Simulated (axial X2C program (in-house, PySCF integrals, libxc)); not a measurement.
**OPrS: the levels of the configuration f(δφ)1 f(π)0**

Computed with an in-house all-electron X2C program for linear molecules (integrals from PySCF): two-component X2C with atomic mean-field Coulomb and Gaunt terms, basis O dyall-v3z, Pr dyall-v3z, S dyall-v3z (cores contracted in-house). Orbitals come from Hartree–Fock averaged over the configuration Pr f(δφ)1 f(π)0; CI then distributes these electrons over the f(δφ), f(π) shells of Pr.

O–Pr–S held linear, bonds 1.751 and 2.150 Å (the second held) (near the minimum of the configuration average).

Active spinors (ω > 0):

```tsv
shell	ω	ε (eV)	character
f(δφ)	3/2	6.20	100% Pr f
f(δφ)	5/2	6.31	100% Pr f
f(δφ)	5/2	6.60	100% Pr f
f(δφ)	7/2	6.75	100% Pr f
f(π)	1/2	4.88	46% Pr f, 41% Pr d, 4% O p
f(π)	3/2	4.88	48% Pr f, 40% Pr d, 4% O p
```

Lowest levels of this model:

```json
{"Ω": "5/2", "energy (cm⁻¹)": "0", "g∥": "4.18", "μ (D)": "-1.65", "configuration": "100% f(δφ)1"}
{"Ω": "3/2", "energy (cm⁻¹)": "1513", "g∥": "2.03", "μ (D)": "-1.67", "configuration": "100% f(δφ)1"}
{"Ω": "7/2", "energy (cm⁻¹)": "2545", "g∥": "8.00", "μ (D)": "-1.65", "configuration": "100% f(δφ)1"}
{"Ω": "5/2", "energy (cm⁻¹)": "3470", "g∥": "5.82", "μ (D)": "-1.66", "configuration": "100% f(δφ)1"}
```

g∥ is the magnitude of 2⟨Lz + ge Sz⟩ for the +Ω component. μ is positive if the S end is positive.

(1) From Ω and g∥ of the lowest level, whose 2⟨Lz + ge Sz⟩ is positive, find ⟨Sz⟩ and ⟨Lz⟩ (ge = 2.0023).

Occupations of the active spinors in the lowest level by ω, shell by shell in order of energy: -7/2: 0.00; -5/2: 0.00 0.00; -3/2: 0.00 0.00; -1/2: 0.00; 1/2: 0.00; 3/2: 0.00 0.00; 5/2: 0.49 0.51; 7/2: 0.00. The leading determinant has weight 0.51 among 2.

This point took 3.4 s on 1 thread of Arm Neoverse V1, with other jobs on the host.

There is no dynamic correlation: spin–orbit spacings and, for f shells, spacings inside one term are the most reliable numbers, splittings between terms come out too wide, and energies between configurations are not reliable, so the lowest level need not be the ground state of the molecule. At most 6 roots were kept for each Ω > 0 (twice that for Ω = 0) within 3.5 eV of the lowest, so higher up levels can be missing between those listed; levels with Ω > 0 are doubly degenerate and listed once, Ω = 0 levels singly. Some active spinors are only partly of the character that their shell is named for, so the shell names and counts are nominal. States that fill the shells left empty in the average are placed too high. The molecule was held linear; bending was not examined.

Results:

(1) Ω = ⟨Lz⟩ + ⟨Sz⟩ = 5/2 and ⟨Lz⟩ + ge⟨Sz⟩ = 2.090, so ⟨Sz⟩ = -0.41 and ⟨Lz⟩ = 2.91.
